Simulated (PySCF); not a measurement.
Molecule: neo-PeOEt, C₇H₁₆O.

Geometry (Å), atoms numbered from 1 in this order:
```xyz
24

C     2.9633   -0.1590   -0.0341
C     2.0010    0.6390   -0.8961
O     0.6904    0.1454   -0.8909
C    -0.0375    0.3799    0.2790
C    -1.4897   -0.0576    0.0838
C    -2.2447    0.2057    1.3859
C    -2.1143    0.7471   -1.0569
C    -1.5263   -1.5500   -0.2504
H     2.9305   -1.2234   -0.3118
H     3.9930    0.2028   -0.1755
H     2.7283   -0.0776    1.0377
H     2.0077    1.7053   -0.5889
H     2.3294    0.6059   -1.9468
H     0.3919   -0.1712    1.1403
H    -0.0070    1.4599    0.5386
H    -3.3013   -0.0876    1.2878
H    -1.8153   -0.3676    2.2232
H    -2.2186    1.2736    1.6568
H    -1.5426    0.6073   -1.9853
H    -2.1239    1.8238   -0.8222
H    -3.1542    0.4319   -1.2362
H    -1.0895   -2.1485    0.5654
H    -0.9526   -1.7556   -1.1651
H    -2.5621   -1.8918   -0.4027
```

Geometry PBE0-D3(BJ)/def2-SVP throughout; GIAO in PySCF 2.14.0 with density-fitted response routines, gas phase, one conformer, non-relativistic; equivalent atoms averaged; basis pcSseg-1.

For orientation, LDA gives these shifts δ (against TMS, H2O at the same level): C4 87.1, C2 71.9, C5 35.4, C6/C7/C8 29.5, C1 13.3, O3 69.7, H14/H15 3.10, H9/H10/H11 1.14, H16/H17/H18/H19/H20/H21/H22/H23/H24 0.94 ppm.

A run gave: C4 81.1, C2 67.8, C5 32.3, C6/C7/C8 28.5, C1 15.1, O3 49.1, H14/H15 2.83, H9/H10/H11 1.16, H16/H17/H18/H19/H20/H21/H22/H23/H24 0.91 ppm (shifts δ (against TMS, H2O at the same level)).

Q: Which functional was used in that run?
A. B3LYP
B. BHandHLYP
C. OPBE
D. CAM-B3LYP

A: D. O3 tells them apart best: CAM-B3LYP gives 49.1, B3LYP gives 56.4, BHandHLYP gives 39.5, OPBE gives 55.5 ppm.
